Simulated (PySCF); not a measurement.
## PbS(OH)₂: from structure and modes to constants

All numbers come from PBE0/[Pb def2-SVP with ECP60, S def2-SVP, O def2-SVP, H def2-SVP], scalar-relativistic core potentials, density fitting, no spin–orbit coupling, PySCF.

The singlet minimum has Cs symmetry. Masses (u): Pb 207.97664, S 31.97207, O 15.99492, H 1.00782.

```xyz
6
charge 0 multiplicity 1, angstrom
Pb    0.0237    0.0864    0.0000
S    -0.9492   -2.0014    0.0000
O     2.0252    0.6711    0.0000
O    -0.6127    2.0495    0.0000
H     2.6005   -0.1065    0.0000
H     0.1977    2.5827    0.0000
```

Harmonic wavenumbers (cm⁻¹): 88.8 (a', ×1), 105.4 (a'', ×1), 144.3 (a', ×1), 301.6 (a'', ×1), 379.2 (a'', ×1), 406.9 (a', ×1), 556.5 (a', ×1), 580.0 (a', ×1), 853.0 (a', ×1), 934.1 (a', ×1), 3821.5 (a', ×1), 3854.5 (a', ×1).

Find the principal moments of inertia and the rotational constants. What kind of rotor is it?

About the centre of mass I = 77.536, 240.59, 318.12 u Å². With B = 16.8576/I this gives 0.2174, 0.07007, 0.05299 cm⁻¹. The molecule is an asymmetric top with κ = -0.79.

What is the harmonic zero-point energy?

Half the sum of all 12 wavenumbers, 12026/2 = 6013 cm⁻¹, which is 71.9 kJ/mol (1 cm⁻¹ = 0.0119627 kJ/mol).

Find the vibrational entropy and heat capacity at 298.15 K.

With u = 1.43878 ω/T, each mode gives S = R[u/(eᵘ−1) − ln(1−e⁻ᵘ)] and C = R u² eᵘ/(eᵘ−1)².
| ω (cm⁻¹) | u | S (J/(mol K)) | C (J/(mol K)) |
| --- | --- | --- | --- |
| 88.8 | 0.428 | 15.42 | 8.19 |
| 105.4 | 0.509 | 14.02 | 8.14 |
| 144.3 | 0.696 | 11.49 | 7.99 |
| 301.6 | 1.455 | 5.89 | 6.99 |
| 379.2 | 1.830 | 4.36 | 6.34 |
| 406.9 | 1.964 | 3.92 | 6.09 |
| 556.5 | 2.685 | 2.22 | 4.71 |
| 580.0 | 2.799 | 2.03 | 4.50 |
| 853.0 | 4.116 | 0.70 | 2.37 |
| 934.1 | 4.508 | 0.51 | 1.90 |
| 3821.5 | 18.441 | 0.00 | 0.00 |
| 3854.5 | 18.600 | 0.00 | 0.00 |
The sums over all modes are S = 60.6 and C = 57.2 J/(mol K); the softest mode gives 25 % of the entropy.

Give the standard entropy (298.15 K, 1 bar) by its translational, rotational, vibrational and spin parts, and Cp.

Sackur–Tetrode with M = 273.95 u gives 178.9; rotation with symmetry number 1 gives 113.4; vibration 60.6; spin R ln 1 = 0.0. The total is 352.8 J/(mol K), and Cp = 4 R + 57.2 = 90.5 J/(mol K).

Other isomers or separated fragments may lie lower. Spin–orbit coupling, left out here, can matter for elements this heavy.
